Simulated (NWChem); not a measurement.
Species: BCl$_{2}$F; SMILES ClB(Cl)F

```xyz
4

B      0.0000     0.0000    -0.3489
F      0.0000     0.0000    -1.6596
Cl     1.5210     0.0000     0.5019
Cl    -1.5210     0.0000     0.5019
```
Atoms are numbered in this order, from 1.

Computed with NWChem. Pople sets run with spherical d functions. Coordinates come from a PBE0/def2-SVP optimisation. B3LYP is NWChem's, with the RPA form of VWN correlation. GIAO values for the isolated, static molecule; σ is the absolute isotropic shielding, δ = σ(reference) − σ with the isolated reference molecule computed at the same levels (11B: boron trifluoride, 19F: trichlorofluoromethane).

| level | δ B1 (ppm) | δ F2 (ppm) | σ Cl3 (ppm) |
|---|---|---|---|
| Hartree-Fock/6-31G* | 29.3 | 5.5 | 864.5 |
| PBE/pcSseg-1 | 23.5 | -18.9 | 730.9 |
| B3LYP/6-311G** | 25.7 | -10.6 | 765.8 |
| PBE0/pcSseg-1 | 24.1 | -9.9 | 760.0 |
| BHandHLYP/pcSseg-1 | 26.1 | -5.9 | 782.2 |
